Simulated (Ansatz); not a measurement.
Reaction (isomerisation): `FC1C[SiH2]S1` → `F/C(S)=C\[SiH3]`

Calculated with Ansatz (gas phase, PBE0-D4/def2-TZVP geometries, no zero-point term in ΔE). CCSD(T)/CBS is the MP2 limit (def2-TZVPP, def2-QZVPP) plus CCSD(T) − MP2 in def2-TZVPP, frozen cores. DFT in def2-TZVPP. B3LYP here is the variant with VWN-RPA as its local correlation; programs differ in this. One conformer a species, not always the lowest.

Question: Is it downhill or uphill in electronic energy at CCSD(T)/CBS, and by how much? (An estimate is asked.)

Answer: Computed: Uphill: ΔE = +116.9 kJ/mol.

Question: What do these levels give: r2SCAN-D4, B3LYP-D4, ωB97X-V, ωB97M-V, PBE, r2SCAN, B3LYP, SCS-MP2/def2-TZVPP, HF/def2-QZVPP, SCS-MP2/def2-QZVPP, HF/CBS(def2), MP2/CBS(def2)? (Best estimate.)

Answer: Computed: r2SCAN-D4 111.1, B3LYP-D4 98.8, ωB97X-V 120.8, ωB97M-V 116.7, PBE 110.5, r2SCAN 111.0, B3LYP 94.9, SCS-MP2/def2-TZVPP 111.9, HF/def2-QZVPP 97.6, SCS-MP2/def2-QZVPP 115.4, HF/CBS(def2) 97.5, MP2/CBS(def2) 126.8 kJ/mol.

Largest T1 diagnostic among the species: 0.013.

From PBE to PBE0 (25 % exact exchange), in def2-TZVPP and without D4, ΔE moves by +11.8 kJ/mol. The D4 term adds +3.8 kJ/mol with B3LYP and +1.7 kJ/mol with PBE0; it sums over pairs of atoms, weighted by their polarisabilities, and B3LYP, whose exchange is more repulsive, gets the larger term. In def2-TZVPP, CCSD(T) changes the Hartree–Fock value by +12.8 kJ/mol (the triples alone add −0.5 kJ/mol) and MP2 by +22.7 kJ/mol.
